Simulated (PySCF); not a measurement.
From one molecule to another.

First species: C8H7FO.
InChI=1S/C8H7FO/c1-6(10)7-3-2-4-8(9)5-7/h2-5H,1H3

Second species: WO2Me2, C2H6O2W (singlet state).
SMILES: `[CH3][W]([CH3])(=[O])=[O]`

Levels: CAM-B3LYP/def2-SVPD for dipole moment, HOMO energy, LUMO energy, HOMO–LUMO gap and static isotropic polarisability; TDDFT CAM-B3LYP/def2-SVPD for lowest singlet excitation; TDA CAM-B3LYP/def2-SVPD for lowest triplet excitation (Tamm–Dancoff); ΔSCF CAM-B3LYP/def2-SVPD for vertical ionisation energy and vertical electron affinity; PBE0-D3(BJ)/def2-SVP for rotational constant A and rotational constant C. Geometries: PBE0-D3(BJ)/def2-SVP. All species are isolated and taken at one optimised geometry (atoms past krypton carry core potentials, spin–orbit coupling is left out). Electronic properties by PySCF.

The conformers computed, where there is a choice (atom-mapped SMILES and torsion angles):
- `[CH3:1][C:2](=[O:3])[c:4]1[cH:5][cH:6][cH:7][c:8]([F:9])[cH:10]1`: C1–C2–C4–C5 180°

```
                                property   column X   column Y
                           dipole moment     4.02 D     1.60 D
                             HOMO energy  -10.12 eV   -8.75 eV
                             LUMO energy   -1.42 eV   -0.88 eV
                           HOMO–LUMO gap    8.70 eV    7.87 eV
               lowest singlet excitation    4.57 eV    3.97 eV
lowest triplet excitation (Tamm–Dancoff)    4.27 eV    3.47 eV
         static isotropic polarisability    70.4 au    95.3 au
              vertical ionisation energy   10.90 eV    9.46 eV
              vertical electron affinity    0.80 eV    0.24 eV
                   rotational constant A  3.570 GHz  2.539 GHz
                   rotational constant C  2.844 GHz  0.687 GHz
```

(1) Which column belongs to which species?

(2) How does each property change from the first species to the second?

Results:

(1) Column X is the second species and column Y the first. The first has 17 atoms and 72 electrons, the second 11 and 108.

(2) dipole moment +2.42 D; HOMO energy -1.37 eV; LUMO energy -0.54 eV; HOMO–LUMO gap +0.83 eV; lowest singlet excitation +0.60 eV; lowest triplet excitation (Tamm–Dancoff) +0.80 eV; static isotropic polarisability -24.9 au; vertical ionisation energy +1.44 eV; vertical electron affinity +0.56 eV; rotational constant A +1.031 GHz; rotational constant C +2.157 GHz.

On the first: In atomic units the dipole is 0.63 e·bohr (1 au = 2.5417 D). From the two ΔSCF values, the fundamental gap I − A is 9.22 eV and the Mulliken electronegativity (I + A)/2 is 4.85 eV.

On the second: The polarisability is 10.43 Å³ as a volume (1 au = 0.148185 Å³). In wavenumbers S1 is 36800 cm⁻¹ (1 eV = 8065.54 cm⁻¹). Atoms past krypton carry effective core potentials; spin–orbit coupling is left out.
